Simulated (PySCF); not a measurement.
Isomers of C5H14AlN and their computed core-level spectra.

Method used: delta-SCF UKS SCAN, pcX-2 on the ionised atom, pcseg-1 elsewhere, spin-free X2C (PySCF 2.14.0). Geometries: PBE0-D3(BJ)/def2-SVP; isolated species, one conformer each.

Line lists (1s up to Mg, 2p3/2 beyond, nothing for Al; areas count atoms within a level, one atom standing for each set equivalent by bonding):
1. C 1s: 289.39 (area 1), 290.32 (area 1), 290.44 (area 1), 291.22 (area 2) eV; N 1s: 403.69 eV
2. C 1s: 290.88 (area 1), 290.97 (area 1), 291.02 (area 1), 291.93 (area 1), 292.18 (area 1) eV; N 1s: 406.46 eV
3. C 1s: 288.84 (area 1), 288.93 (area 1), 289.92 (area 1), 290.00 (area 1), 290.17 (area 1) eV; N 1s: 407.45 eV

Structures:
A. `C[CH2][Al@@H-]([NH3+])[CH]1CC1`
B. `CC[CH2][AlH][N](C)C`
C. `[AlH3-][N@H+](C)C1CCC1`

Question: Which list belongs to which compound?

Answer: 
- 1 = B: no other candidate has these counts of sites. C 1s: 289.39 chain CH2 carbon, 290.32 methyl carbon, 290.44 chain CH2 carbon, 291.22 N-methyl carbon (×2); N 1s: 403.69 nitrogen bonded to Al and 2 C.
- 2 = C: another candidate has the same counts of sites, so positions decide. C 1s: 290.88 four-membered-ring carbon, 290.97 four-membered-ring carbon, 291.02 four-membered-ring carbon, 291.93 sp3 carbon bound to nitrogen, 292.18 N-methyl carbon; N 1s: 406.46 nitrogen bonded to Al, 2 C and H.
- 3 = A: another candidate has the same counts of sites, so positions decide. C 1s: 288.84 chain CH2 carbon, 288.93 three-membered-ring carbon, 289.92 three-membered-ring carbon, 290.00 three-membered-ring carbon, 290.17 methyl carbon; N 1s: 407.45 nitrogen bonded to Al and 3 H.
